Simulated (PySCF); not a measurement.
Mean harmonic wavenumber (cm⁻¹) of eight silicon and germanium compounds: PBE-D3(BJ) beside PBE0-D3(BJ), computed with PySCF for isolated molecules in the bases named; differences from unrounded values. The eight are the first of their class met in an unordered collection, after screening for sound electronic states; none was chosen by its value. Each level has its own optimised geometry.

| molecule | basis | PBE0-D3(BJ) | PBE-D3(BJ) | difference |
|---|---|---|---|---|
| C₄H₅ClSi, SMILES C#C[SiH2]C(=C)Cl | def2-SVP | 1137 | 1096 | -41 |
| CH₅FN₂Si₂, SMILES F[Si@@H]1C=N[SiH2]N1 | def2-SVP | 1095 | 1052 | -43 |
| Si(CCH)(OH)3 (C₂H₄O₃Si), SMILES C#C[Si](O)(O)O | def2-SVP | 1139 | ___ | ___ |
| C2H8N2OSi, SMILES C/C=N\[Si@H](N)O | def2-SVP | 1318 | 1278 | -40 |
| CH9NSi2, SMILES [SiH3][Si@@H](C)N | def2-SVP | 1278 | 1239 | -39 |
| C3H6OSi, SMILES [C@H]1([SiH3])OC=C1 | def2-SVP | 1270 | 1223 | -48 |
| C₂H₉FSi₂, SMILES C[C@H]([SiH3])[SiH2]F | def2-SVP | 1226 | ___ | ___ |
| AsF₂H₃Si, SMILES [SiH](F)(F)[AsH2] | def2-SVP | 905 | ___ | ___ |

Q: Some entries are withheld; supply them. (Estimate from the structure and the level; the computed values follow.)

A: 
- C₂H₉FSi₂, SMILES C[C@H]([SiH3])[SiH2]F, PBE-D3(BJ): 1187
- C₂H₉FSi₂, SMILES C[C@H]([SiH3])[SiH2]F, difference: -39
- AsF₂H₃Si, SMILES [SiH](F)(F)[AsH2], PBE-D3(BJ): 869
- AsF₂H₃Si, SMILES [SiH](F)(F)[AsH2], difference: -36
- Si(CCH)(OH)3 (C₂H₄O₃Si), SMILES C#C[Si](O)(O)O, PBE-D3(BJ): 1096
- Si(CCH)(OH)3 (C₂H₄O₃Si), SMILES C#C[Si](O)(O)O, difference: -42

PBE-D3(BJ) lies below PBE0-D3(BJ) in 8 and above it in 0 of the eight; the mean signed difference is -41 and the largest -48 cm⁻¹.
